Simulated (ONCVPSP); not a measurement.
## Transferability test, ONCV potential for calcium

```
Element                 : Ca (Z = 20)
Generator               : ONCVPSP 4.0.1
Type                    : optimised norm-conserving Vanderbilt (ONCV)
Functional              : PBEsol
Relativity              : scalar-relativistic
Frozen core             : [Ne]
Valence charge          : 10
Reference configuration : 3s2 3p6 4s2
Partial waves           : 3s+4s: rc 2.00 bohr, ncon 4, nbas 7, qcut 6.7 1/bohr, 2 projectors; 3p: rc 2.00 bohr, ncon 4, nbas 9, qcut 5.6 1/bohr, 1 projector; d scattering state at 0.03 Ha: rc 1.55 bohr, ncon 4, nbas 9, qcut 5.6 1/bohr, 1 projector
Local potential         : polynomial inside 1.15 bohr (lpopt 5, dvloc0 0 Ha)
Core correction         : none
```

In the d channel the program set the typed energies aside and used 0.050 Ha.

Energies are relative to the spin-unpolarised reference configuration 3s2 3p6 4s2; without spin polarisation the order of configurations can differ from experiment. Not all tests gave a result: 1 of 4 tests not solved or not reliable.

```csv
valence configuration,charge,ΔE all-electron (eV),error AE − PS (meV)
3s2 3p6 4s1,+1,6.305,-0.4
3s2 3p6 4s0,+2,17.987,-2.0
3s2 3p6 4s1.5,+0.5,2.504,-0.1
```

Levels in the configuration 3s2 3p6 4s1.5:

| level | all-electron (eV) | pseudo (eV) |
| --- | --- | --- |
| 3s | -50.232 | -50.235 |
| 3p | -31.212 | -31.212 |
| 4s | -6.281 | -6.281 |
